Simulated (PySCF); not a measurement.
PBE on Au⁻ (gold, charge -1), [Xe] 4f14 5d10 6s2, closed-shell 1S. Computed with PySCF 2.14 in aug-cc-pwCVDZ-PP with ECP60MDF (6s6p5d3f, 70 functions), with a scalar-relativistic core potential.

```
cycle= 1 E= -135.813561654975  delta_E= -0.0179  |g|= 0.12  |ddm|= 0.575
cycle= 2 E= -135.798102470017  delta_E= 0.0155  |g|= 0.237  |ddm|= 0.282
cycle= 3 E= -135.818318220187  delta_E= -0.0202  |g|= 0.00662  |ddm|= 0.224
cycle= 4 E= -135.818344393831  delta_E= -2.62e-05  |g|= 0.00333  |ddm|= 0.0219
cycle= 5 E= -135.818350535842  delta_E= -6.14e-06  |g|= 1.29e-05  |ddm|= 0.00557
cycle= 6 E= -135.818350535889  delta_E= -4.72e-11  |g|= 2.16e-07  |ddm|= 2.95e-05
converged SCF energy = -135.818350535889  <S^2> = -3.5527137e-14  2S+1 = 1
```

Highest occupied orbital energy: 0.510 eV; ⟨L²⟩ = 0.00; populations by l: s 4.00, p 6.00, d 10.00, f 0.00.

Q: Can this result be used?

A: With care. The run converged. Energies and moments cover only the electrons outside the core potential. Spin-orbit coupling, which splits the p, d and f shells strongly at this Z, is absent. At PBE the highest occupied level has a positive energy, so only the finite basis holds that electron; in a semilocal or global hybrid functional this comes from self-interaction and does not mean that the real anion is unbound.
